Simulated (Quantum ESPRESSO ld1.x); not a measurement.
Question: The mean radii <r> (bohr) of the occupied orbitals of an atom or ion are listed with their occupations. All-electron calculation, scalar-relativistic Kohn-Sham, LDA (Slater exchange, VWN5 correlation), spin-polarised, spherical densities, point nucleus. Program: ld1.x of Quantum ESPRESSO 7.5.

orbital  occ.      <r>
1s down     1  0.01835
1s up       1  0.01835
2s up       1  0.07761
2s down     1  0.07761
2p up       3  0.06946
2p down     3  0.06946
3s up       1   0.2012
3s down     1   0.2012
3p up       3   0.2014
3p down     3   0.2014
3d up       5   0.1824
3d down     5   0.1824
4s up       1   0.4498
4s down     1   0.4498
4p up       3   0.4783
4p down     3   0.4783
4d up       5   0.5117
4d down     5   0.5115
5s up       1    1.065
5s down     1    1.060
5p up       3    1.239
5p down     3    1.231
4f up       7   0.6081
4f down     7   0.6045
5d up       3    1.750

Name the element and its charge. Open shells, if any, are filled with parallel spins first.

Answer: Z = 74, tungsten, charge +3: W3+ in [Xe] 4f14 5d3. The 1s radius gives Z: for a bare nucleus <r> = (2 gamma + 1)/(2Z) with gamma = sqrt(1 - (Z/c)^2), 0.01813 bohr for Z = 74, and screening makes it slightly larger (0.01835 here). The occupations add up to 71, and the charge is Z minus that.
